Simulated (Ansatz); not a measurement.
Born–Oppenheimer molecular dynamics of H₁₂O₄Si₅ (21 atoms, charge 0, multiplicity 1). It starts from a relaxed structure.

The calculation used RKS PBE0-D4/6-31G in Ansatz.

- ensemble: NVT, Nosé–Hoover chain
- time step: 0.5 fs
- steps asked: 150
- set temperature: 300 K
- thermostat: time constant 300 fs, chain length 1
- seed: 630083

First frame:

```xyz
21
Properties=species:S:1:pos:R:3
Si -0.674 -0.647 0.258
O -0.596 -0.495 1.908
Si -0.720 0.237 3.430
H -2.103 0.030 3.982
H 0.287 -0.397 4.346
H -0.446 1.713 3.328
O 0.850 -0.835 -0.356
Si 2.482 -0.929 -0.767
H 2.707 -2.137 -1.634
H 2.887 0.309 -1.520
H 3.318 -1.049 0.478
O -1.377 0.717 -0.375
Si -2.244 1.650 -1.493
H -3.720 1.456 -1.287
H -1.891 3.093 -1.278
H -1.887 1.251 -2.900
O -1.595 -1.968 -0.141
Si -2.207 -3.545 -0.134
H -2.179 -4.114 1.259
H -3.624 -3.511 -0.630
H -1.380 -4.415 -1.041
```

Question: How far do the bonds stretch over the last three quarters of this one trajectory? (Pairs bonded in most of those frames.)

Answer: 
```tsv
bond	mean (Å)	spread (Å)	shortest	longest
Si1–O2	1.671	0.018	1.65	1.70
Si1–O7	1.662	0.015	1.64	1.69
Si1–O12	1.662	0.009	1.64	1.67
Si1–O17	1.657	0.031	1.60	1.70
O2–Si3	1.706	0.019	1.68	1.74
Si3–H4	1.503	0.018	1.48	1.53
Si3–H5	1.505	0.028	1.46	1.54
Si3–H6	1.509	0.026	1.47	1.55
O7–Si8	1.694	0.022	1.66	1.73
Si8–H9	1.504	0.010	1.49	1.52
Si8–H10	1.505	0.005	1.50	1.51
Si8–H11	1.505	0.012	1.49	1.52
O12–Si13	1.697	0.010	1.67	1.71
Si13–H14	1.512	0.053	1.43	1.59
Si13–H15	1.508	0.042	1.44	1.57
Si13–H16	1.513	0.045	1.45	1.57
O17–Si18	1.696	0.035	1.64	1.75
Si18–H19	1.506	0.021	1.47	1.54
Si18–H20	1.509	0.038	1.45	1.56
Si18–H21	1.506	0.030	1.46	1.55
```

Mean temperature of the second half: 192 K. The conserved energy stayed within 0.11 meV per atom of its start (net change 0.062 meV per atom), so the integration is sound. The mean temperature of the second half is 36 % below the set value. A run of 0.075 ps of so small a system gives no equilibrium averages. Limits of this set-up: no polarisation functions.

Time of the run: 13 min on 4 threads of Arm Neoverse V1, on a shared host, peak memory 0.44 GiB.
